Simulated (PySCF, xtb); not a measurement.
C3H6GeO, SMILES [CH3][Ge@H]1[CH]=C[O]1.

Harmonic wavenumbers (cm⁻¹) from GFN2-xTB (xtb) at its own minimum, in rising order: 105, 117, 147, 351, 364, 498, 537, 565, 616, 661, 752, 793, 797, 871, 1013, 1118, 1218, 1288, 1435, 1437, 1571, 1807, 3018, 3024, 3028, 3034, 3130.

### Question
What does PBE-D3(BJ)/def2-SVP in PySCF 2.14.0 give at its own minimum? (An estimate is asked for; the answer gives what the named calculation found.)

### Answer
105, 131, 162, 376, 448, 526, 582, 601, 650, 660, 746, 823, 832, 919, 988, 1129, 1199, 1241, 1377, 1379, 1528, 2062, 2987, 3059, 3090, 3109, 3204. Paired by order, the mean absolute difference is 44 cm⁻¹ and the zero-point energies are 47.6 and 48.5 kcal/mol.
